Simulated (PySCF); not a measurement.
# Re²⁺ (rhenium, charge +2) across methods

[Xe] 4f14 5d4 6s1, high-spin 6D determinant (an excited configuration). All numbers are calculated (PySCF 2.14, scalar relativity through the core potential, in aug-cc-pwCVTZ-PP with ECP60MDF (8s8p7d4f3g, 122 functions)). The B2PLYP total includes its PT2 part (frozen core); its orbital energies are those of the SCF part.

```tsv
method	E (hartree)	mean ε 5p β (eV)	mean ε 5d α (eV)	mean ε 6s α (eV)	Σ⟨r²⟩ (bohr²)	⟨S²⟩
PBE0	-77.4853	-66.882	-26.563	-22.910	34.06	8.751
LDA	-77.3044	-64.497	-24.902	-22.382	34.28	8.750
r2SCAN0	-77.4924	-67.386	-26.927	-23.151	33.96	8.752
PBE	-77.5132	-64.533	-24.913	-22.106	34.13	8.751
B2PLYP	-77.2980	-69.117	-27.951	-23.487	34.15	8.752
r2SCAN	-77.5362	-65.331	-25.410	-22.370	33.97	8.752
BLYP	-77.4664	-64.510	-24.566	-21.862	34.17	8.750
UHF	-76.94380	-72.619	-30.802	-24.792	34.27	8.754
```

Energies and moments cover only the electrons outside the core potential. Spin-orbit coupling, absent here, splits the open shell strongly.
